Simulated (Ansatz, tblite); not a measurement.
Cost and result up the ladder for `c1coc(-c2ccc(-c3ccc(-c4ccc(-c5ccco5)o4)o3)o2)c1` (37 atoms). The state is a singlet with charge 0. Geometry: PBE-D4/def2-SVP.

Cartesian coordinates in Å:
```
C 3.347 6.408 3.068
C 3.481 5.876 4.330
O 2.993 4.603 4.367
C 2.535 4.309 3.110
C 1.970 3.004 2.915
C 1.778 1.921 3.763
C 1.165 0.903 2.981
C 1.021 1.425 1.702
C 0.480 0.890 0.489
C 0.329 1.400 -0.795
C -0.283 0.374 -1.567
C -0.470 -0.703 -0.709
C -1.029 -2.010 -0.885
C -1.214 -3.083 -0.022
C -1.825 -4.111 -0.791
C -1.978 -3.606 -2.077
C -2.525 -4.167 -3.283
C -3.086 -5.404 -3.571
C -3.448 -5.365 -4.953
C -3.086 -4.118 -5.410
O -2.526 -3.385 -4.406
O -1.493 -2.327 -2.132
O -0.006 -0.391 0.543
O 1.510 2.704 1.660
C 2.730 5.394 2.269
H 3.653 7.410 2.748
H 3.887 6.256 5.273
H 2.052 1.884 4.822
H 0.860 -0.099 3.300
H 0.629 2.399 -1.124
H -0.561 0.402 -2.625
H -0.936 -3.110 1.037
H -2.123 -5.108 -0.450
H -3.219 -6.235 -2.869
H -3.918 -6.163 -5.538
H -3.155 -3.617 -6.381
H 2.460 5.441 1.209
```

Ansatz on 2 threads of AMD EPYC 7R13 on a shared host and a share (18 GiB) of an NVIDIA H100 80GB HBM3; xTB runs through tblite on one thread. Times are rough, summed over both states, and most runs start from the orbitals of an earlier one. PBE0-D4/def2-TZVP serves as the yardstick here, not as an exact answer. The other state is a doublet.

The xTB rows come from tblite. Single mean-field runs in def2-TZVP are fitted with def2-universal-jkfit.

Raw xTB energies of ions are shifted by several eV.

```json
{"level": "GFN2-xTB", "functions": "112", "wall time": "0.15 s"}
{"level": "GFN1-xTB", "functions": "124", "wall time": "0.15 s"}
{"level": "PBE-D4/def2-TZVP", "functions": "847", "wall time": "28 s"}
{"level": "PBE0-D4/def2-TZVP (with forces)", "functions": "847", "wall time": "34 s"}
```

Problem. Estimate what each level gives for the vertical IE (eV).

Solution. 
```json
{"level": "GFN2-xTB", "vertical IE (eV)": "11.34", "difference from PBE0-D4/def2-TZVP (eV)": "5.22"}
{"level": "GFN1-xTB", "vertical IE (eV)": "12.02", "difference from PBE0-D4/def2-TZVP (eV)": "5.89"}
{"level": "PBE-D4/def2-TZVP", "vertical IE (eV)": "5.94", "difference from PBE0-D4/def2-TZVP (eV)": "-0.18"}
{"level": "PBE0-D4/def2-TZVP (with forces)", "vertical IE (eV)": "6.12", "difference from PBE0-D4/def2-TZVP (eV)": "0.00"}
```
